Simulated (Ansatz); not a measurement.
Start from `[GaH2][CH2][GeH3]` and change one atom or group to get `[CH3][GaH2]`.

Ansatz, PBE0-D4/def2-TZVP geometries, multiplicity 1. 

Scalar relativity is left out up to krypton.

```csv
property,`[GaH2][CH2][GeH3]`
LUMO energy (PBE/def2-TZVPP) / eV,-2.34
LUMO energy (ωB97M-V/def2-TZVPP) / eV,0.12
HOMO–LUMO gap (PBE/def2-TZVPP) / eV,4.43
HOMO–LUMO gap (B3LYP/def2-TZVPP) / eV,5.90
HOMO energy (B3LYP/def2-TZVPP) / eV,-7.72
HOMO energy (PBE0/def2-TZVPP) / eV,-7.93
```

Give the same properties after the change, and the shifts. (Best estimate.)

Computed: 
```tsv
property	`[CH3][GaH2]`	shift
LUMO energy (PBE/def2-TZVPP) / eV	-2.20	0.14
LUMO energy (ωB97M-V/def2-TZVPP) / eV	0.29	0.17
HOMO–LUMO gap (PBE/def2-TZVPP) / eV	4.61	0.18
HOMO–LUMO gap (B3LYP/def2-TZVPP) / eV	6.14	0.24
HOMO energy (B3LYP/def2-TZVPP) / eV	-7.82	-0.10
HOMO energy (PBE0/def2-TZVPP) / eV	-8.03	-0.10
```

With PBE0 the HOMO falls by 0.10 eV and the LUMO rises by 0.16 eV, so the gap widens by about 0.26 eV. PBE moves the HOMO by -0.05 eV and ωB97M-V by -0.17 eV.

B3LYP here is the variant with VWN-RPA as its local correlation; programs differ in this.
